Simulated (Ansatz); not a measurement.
Mulliken charges of BClH$_{3}$NOSi (`O[Si]1(Cl)BN1`) from ωB97M-V/def2-TZVPP in Ansatz (PBE0-D4/def2-TZVP geometry).

| atom | x (Å) | y (Å) | z (Å) | charge (e) |
| --- | --- | --- | --- | --- |
| O1 | 0.082 | 0.488 | 1.848 | -0.357 |
| Si2 | 0.129 | 0.517 | 0.217 | 0.446 |
| Cl3 | -0.761 | 2.286 | -0.351 | -0.220 |
| B4 | 0.933 | -0.756 | -0.936 | -0.054 |
| N5 | -0.429 | -0.877 | -0.629 | -0.206 |
| H6 | -0.404 | 1.194 | 2.280 | 0.181 |
| H7 | 1.698 | -1.379 | -1.596 | 0.094 |
| H8 | -1.156 | -1.530 | -0.888 | 0.116 |

By hand: the dipole of these point charges (1 e Å = 4.8032 D).

Σ q r = (0.186, -0.316, -0.146) e Å, of length 0.395 e Å = 1.90 D.

How does the dipole of the full density compare? (An estimate is asked.)

Computed: (-0.267, -0.134, 0.062) e Å, 1.47 D; the point charges give 1.29 times that, at 98° from its direction.

Point charges leave out the atoms' own dipoles, such as those of lone pairs, and Mulliken's split depends on the basis, so the two needn't agree.
